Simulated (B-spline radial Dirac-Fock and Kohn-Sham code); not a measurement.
**Binding energies of Er³⁺ at several levels of theory**

System: erbium as Er³⁺, 1s2 2s2 2p6 3s2 3p6 3d10 4s2 4p6 4d10 4f9 5s2 5p6 5d2 (an excited configuration).

The density-functional columns are spherical, spin-unpolarised Dirac-Kohn-Sham results without Breit or QED terms: −ε is minus the orbital energy of the initial state and ΔSCF the difference of two total energies. The reference in the last column comes from Dirac-Fock energy differences between relaxed states, corrected for Breit and QED terms. All numbers are from a radial B-spline solver, in eV; a selection of levels is shown. The Kohn-Sham columns are given as differences from the reference. For the 1s level of heavy atoms much of the gap between ΔSCF and the reference is the Breit and QED part, -263.5 eV here; for other levels the error of the functional can be larger.

| level | LDA −ε − DF | LDA ΔSCF − DF | Dirac-Fock |
| --- | --- | --- | --- |
| K (1s) | -245.4 | +250.7 | 57537.3 |
| L1 (2s) | -151.2 | -60.1 | 9815.2 |
| L2 (2p1/2) | -109.6 | +6.4 | 9321.1 |
| L3 (2p3/2) | -119.1 | -16.4 | 8414.9 |
| M1 (3s) | -76.9 | -49.1 | 2284.3 |
| M2 (3p1/2) | -61.0 | -31.4 | 2069.1 |
| M3 (3p3/2) | -60.1 | -32.6 | 1876.0 |
| M4 (3d3/2) | -39.2 | -6.8 | 1512.4 |
| M5 (3d5/2) | -40.1 | -8.4 | 1471.3 |
| N1 (4s) | -39.0 | -25.7 | 515.5 |
| N2 (4p1/2) | -31.5 | -18.3 | 428.2 |
| N3 (4p3/2) | -31.6 | -18.9 | 384.3 |
| N4 (4d3/2) | -18.7 | -6.3 | 239.4 |
| N5 (4d5/2) | -18.7 | -6.5 | 231.3 |
| N6,7 (4f) | -7.6 | +3.5 | 58.88 |
| O1 (5s) | -11.1 | -3.1 | 101.7 |
| O2 (5p1/2) | -6.5 | +1.0 | 73.71 |
| O3 (5p3/2) | -6.5 | +0.7 | 67.02 |
| O4,5 (5d) | -4.4 | +1.3 | 33.42 |

Values without a named source are computed, but for edge energies of neutral atoms, which are taken from tables.
